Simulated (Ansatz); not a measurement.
Start from `[SH][GeH]` and change one atom or group to get `[SH][Ge][Br]`.

Ansatz, PBE0-D4/def2-TZVP geometries, multiplicity 1. Each molecule was computed in one conformer, which needn't be the lowest.

Scalar relativity is left out up to krypton.

| property | `[SH][GeH]` |
| --- | --- |
| HOMO–LUMO gap (PBE/def2-TZVPP) / eV | 2.71 |
| HOMO energy (B3LYP/def2-TZVPP) / eV | -6.94 |
| zero-point energy (PBE0-D4/def2-TZVP) / kJ/mol | 41.4 |
| LUMO energy (B3LYP/def2-TZVPP) / eV | -2.78 |
| LUMO energy (PBE0/def2-TZVPP) / eV | -2.58 |
| HOMO–LUMO gap (ωB97M-V/def2-TZVPP) / eV | 8.61 |

Problem. What does the change do to each property? (Best estimate.)

Solution. Ansatz gave: 
```csv
property,`[SH][Ge][Br]`,shift
HOMO–LUMO gap (PBE/def2-TZVPP) / eV,2.96,0.25
HOMO energy (B3LYP/def2-TZVPP) / eV,-7.29,-0.35
zero-point energy (PBE0-D4/def2-TZVP) / kJ/mol,26.8,-14.6
LUMO energy (B3LYP/def2-TZVPP) / eV,-2.97,-0.19
LUMO energy (PBE0/def2-TZVPP) / eV,-2.79,-0.21
HOMO–LUMO gap (ωB97M-V/def2-TZVPP) / eV,8.64,0.03
```

With PBE0 the HOMO falls by 0.38 eV and the LUMO falls by 0.21 eV, so the gap widens by about 0.17 eV. PBE moves the HOMO by -0.38 eV and ωB97M-V by -0.29 eV.

B3LYP here is the variant with VWN-RPA as its local correlation; programs differ in this.

Spin–orbit coupling is left out; it splits and shifts lone-pair levels of the heavy atoms by tenths of an eV.
